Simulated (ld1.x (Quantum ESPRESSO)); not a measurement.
Bi: one change to a TM potential, before and after

ld1.x (Quantum ESPRESSO) 7.5 input, shortened:

```
&input
   title='Bi', zed=83., rel=2, dft='PBESOL', iswitch=3,
   config='[Xe] 4f14 5d10 6s2 6p2', rel_dist='average'
 /
 &inputp
   pseudotype=2, tm=.true., lloc=0,
   nlcc=.true., new_core_ps=.true., rcore=1.20
 /
3
6P  2  1   2.00   0.00  2.40  2.40  0.0
5D  3  2  10.00   0.00  1.25  1.25  0.0
6S  1  0   2.00   0.00  1.85  1.85  0.0
 &test
   configts(1)='5d10 6s2 6p2'
 /
```

Open shells are filled in proportion to 2j + 1 (rel_dist='average').

Change: local potential all-electron potential smoothed inside 1.40 bohr (lloc = -1).

Cutoffs: the cutoffs (Ry, on a coarse ladder) from which the occupation-weighted sum of valence levels, in a spherical-Bessel basis at the reference potential, stays within 10 and 1 mRy of its value at 400 Ry; they do not see the model core or the augmentation charge, which bear on the density cutoff. Errors are all-electron minus pseudo energies relative to the spin-unpolarised reference configuration.

Task: What does the change do?

Result: The potential gets neither clearly harder nor softer (90 Ry and 110 Ry → 90 Ry and 110 Ry); a bound ghost appears in p, s, which as a rule spoils a file; of the 7 tests that both files solve, the error grows in 0 and shrinks in 5 by more than 15 % and 0.3 meV (median size 1.8 → 0.7 meV); the range in which the d3/2 phases agree widens (upper end -0.1 → at the end of the scan); the range in which the d5/2 phases agree widens (upper end 0.0 → at the end of the scan). In the separable form a ghost depends on how the local part lies against the semilocal potential of the channel, so the choice of the local part can create or remove one.

```tsv
quantity	base	changed
cutoff, loose	90 Ry	90 Ry
cutoff, tight	110 Ry	110 Ry
loose cutoff by channel (10 mRy a level)	p 12 Ry, d 50 Ry, s 21 Ry	s 21 Ry, p 8 Ry, d 50 Ry
bound ghosts	none	s, p3/2, p1/2
error for 5d10 6s2 6p3, meV [ΔE -8.10 eV]	+1.0	+0.3
error for 5d10 6s2 6p1, meV [ΔE 15.47 eV]	+0.1	-0.3
error for 5d10 6s2 6p0, meV [ΔE 39.05 eV]	-6.9	-5.4
error for 5d9 6s2 6p3, meV [ΔE 25.07 eV]	-227	-182
error for 5d10 6s1 6p0, meV [ΔE 84.51 eV]	-21	-13
error for 5d10 6s2 6p2.5, meV [ΔE -4.91 eV]	+0.3	+0.1
error for 5d10 6s2 6p3.3, meV [ΔE -9.24 eV]	+1.8	+0.7
s: phases at 2.59 bohr within 0.05 rad from the reference energy up to (Ry; the scan ends near 5)	1.8	1.4
p1/2: phases at 2.59 bohr within 0.05 rad from the reference energy up to (Ry; the scan ends near 5)	3.0	3.3
p3/2: phases at 2.59 bohr within 0.05 rad from the reference energy up to (Ry; the scan ends near 5)	2.8	3.0
d3/2: phases at 2.59 bohr within 0.05 rad from the reference energy up to (Ry; the scan ends near 5)	-0.1	to the end of the scan
d5/2: phases at 2.59 bohr within 0.05 rad from the reference energy up to (Ry; the scan ends near 5)	0.0	to the end of the scan
```

 A true bound ghost makes a file unfit for plane-wave use even where its test errors are small: the radial tests pick states by their node count and pass the ghost by.
